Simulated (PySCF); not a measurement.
Compound: C9H16.
SMILES with atom numbers: `[CH3:1][CH2:2][C@@H:3]1[CH2:4][CH2:5][C:6]12[CH2:7][CH2:8][CH2:9]2` (hydrogens: H10, H11, H12 on C1; H13, H14 on C2; H15 on C3; H16, H17 on C4; H18, H19 on C5; H20, H21 on C7; H22, H23 on C8; H24, H25 on C9)

Cartesian coordinates in Å at the PBE0-D3(BJ)/def2-SVP level; atoms count from 1:
```
atom  x, y, z in Å
C1    -3.097   -0.545    0.277
C2    -1.611   -0.852    0.178
C3    -0.742    0.384    0.284
C4    -0.757    1.432   -0.848
C5     0.745    1.650   -0.606
C6     0.786    0.281    0.101
C7     1.811    0.002    1.209
C8     2.678   -0.733    0.170
C9     1.425   -0.865   -0.716
H10   -3.342   -0.062    1.237
H11   -3.415    0.141   -0.525
H12   -3.709   -1.456    0.196
H13   -1.401   -1.359   -0.781
H14   -1.322   -1.569    0.968
H15   -0.936    0.889    1.248
H16   -0.943    0.950   -1.822
H17   -1.431    2.297   -0.755
H18    1.400    1.798   -1.479
H19    0.926    2.469    0.109
H20    1.403   -0.690    1.964
H21    2.239    0.873    1.730
H22    3.426   -0.062   -0.280
H23    3.186   -1.658    0.481
H24    1.533   -0.721   -1.803
H25    0.911   -1.823   -0.541
```

The calculation used TDDFT B3LYP/def2-SVPD, vertical, gas phase, core orbitals frozen in the response (PySCF 2.14.0, density-fitted response routines).

Kohn–Sham orbitals with the atoms that hold most of them (Löwdin shares over 4%, at most four atoms; ? is withheld):

```json
{"orbital": "LUMO+2", "ε (eV)": "1.01", "atoms": "H19 12%, H15 10%, C5 8%, H13 8%"}
{"orbital": "LUMO+1", "ε (eV)": "0.70", "atoms": "C1 13%, C8 11%, H23 7%, H11 6%"}
{"orbital": "LUMO", "ε (eV)": "?", "atoms": "C1 8%, C2 7%, C9 6%, C7 6%"}
{"orbital": "HOMO", "ε (eV)": "-7.51", "atoms": "?"}
{"orbital": "HOMO-1", "ε (eV)": "-7.80", "atoms": "?"}
{"orbital": "HOMO-2", "ε (eV)": "-7.97", "atoms": "C9 19%, C6 17%, C7 13%, C3 7%"}
{"orbital": "HOMO-3", "ε (eV)": "-8.64", "atoms": "C4 19%, C5 14%, C2 10%, C3 10%"}
```

Question: Give the leading atoms of the HOMO.

Answer: C6 (bonded to 4 C) 19%; C3 (bonded to 3 C and H) 16%; C7 (bonded to 2 C and 2 H) 12%; C4 (bonded to 2 C and 2 H) 12%.

Question: Which atoms hold the HOMO-1, and with what shares?

Answer: C5 (bonded to 2 C and 2 H) 17%; C6 (bonded to 4 C) 17%; C3 (bonded to 3 C and H) 15%; C2 (bonded to 2 C and 2 H) 8%.

Question: What is the LUMO energy, and the HOMO–LUMO gap?

Answer: ε(LUMO) = 0.50 eV; the gap is 8.02 eV (0.2946 hartree).

Question: How does S1 compare with the orbital gap of 8.02 eV?

Answer: S1 is at 7.20 eV (f = 0.012), 0.82 eV below the gap, made of HOMO→LUMO (96%). 

Question: One configuration dominates each of S1, S2, S3, S7 and S8. Which, and how do the shares of the two leading atoms of either orbital change from the occupied to the empty one?

Answer: 
- S1 (7.20 eV, f 0.012), HOMO→LUMO (96%): C6 19% → at most 6%, C3 16% → at most 6%, C1 at most 12% → 8%, C2 at most 12% → 7%
- S2 (7.42 eV, f 0.011), HOMO→LUMO+1 (93%): C6 19% → at most 7%, C3 16% → at most 7%, C1 at most 12% → 13%, C8 at most 12% → 11%
- S3 (7.48 eV, f 0.021), HOMO-1→LUMO (95%): C5 17% → at most 6%, C6 17% → at most 6%, C1 at most 8% → 8%, C2 8% → 7%
- S7 (7.72 eV, f 0.0042), HOMO-1→LUMO+1 (78%): C5 17% → at most 7%, C6 17% → at most 7%, C1 at most 8% → 13%, C8 at most 8% → 11%
- S8 (7.89 eV, f 0.010), HOMO-2→LUMO+1 (87%): C9 19% → at most 7%, C6 17% → at most 7%, C1 at most 8% → 13%, C8 at most 8% → 11%

One conformer stands for the species.
